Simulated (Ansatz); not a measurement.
SnF, multiplicity 2 (lowest of 2S+1 = 2, 4 at CCSD(T)/def2-TZVPP on PBE0 minima; our sources give no spin for the ground state, which may be another), most abundant isotopes (18.9984 and 119.9022 u). Constants from fifth-degree fits in 1/R to seven points on the lowest solution found; no spin–orbit coupling, no relativity up to Kr; ω_e x_e and α_e move by some per cent with the fit.

Correlated levels freeze the inner cores; with def2 sets outer-core shells near the valence are correlated too. CBS(a, b) extrapolates the correlation energy as X⁻³ and adds the Hartree–Fock energy of set b.

The values were computed with Ansatz (a quantum-chemistry and plane-wave program) with Gaussian orbitals.  In def2 rows elements past Kr take small-core potentials, without spin–orbit coupling.

| level | r_e (Å) | ω_e (cm⁻¹) | ω_e x_e (cm⁻¹) | α_e (cm⁻¹) |
|---|---|---|---|---|
| PBE/def2-TZVPP | 1.9740 | 549.9 | 2.56 | 0.00178 |
| CCSD(T)/CBS(def2-TZVPP, def2-QZVPP) | 1.9381 | 589.5 | 2.72 | 0.00184 |

### Question
Derive the rotational constants, the centrifugal constant, the fundamental, the zero-point energy and the force constant.

### Answer

μ = 16.39986 u.
- PBE/def2-TZVPP: B_e = 16.8576/(μ r_e²) = 0.26380 cm⁻¹; B₀ = B_e − α_e/2 = 0.26291 cm⁻¹; D = 4B_e³/ω_e² = 2.43e-07 cm⁻¹; fundamental ω_e − 2ω_e x_e = 545 cm⁻¹; zero-point energy ω_e/2 − ω_e x_e/4 = 274 cm⁻¹; k = μ(2πcω_e)² = 292 N/m
- CCSD(T)/CBS(def2-TZVPP, def2-QZVPP): B_e = 16.8576/(μ r_e²) = 0.27367 cm⁻¹; B₀ = B_e − α_e/2 = 0.27275 cm⁻¹; D = 4B_e³/ω_e² = 2.36e-07 cm⁻¹; fundamental ω_e − 2ω_e x_e = 584 cm⁻¹; zero-point energy ω_e/2 − ω_e x_e/4 = 294 cm⁻¹; k = μ(2πcω_e)² = 336 N/m
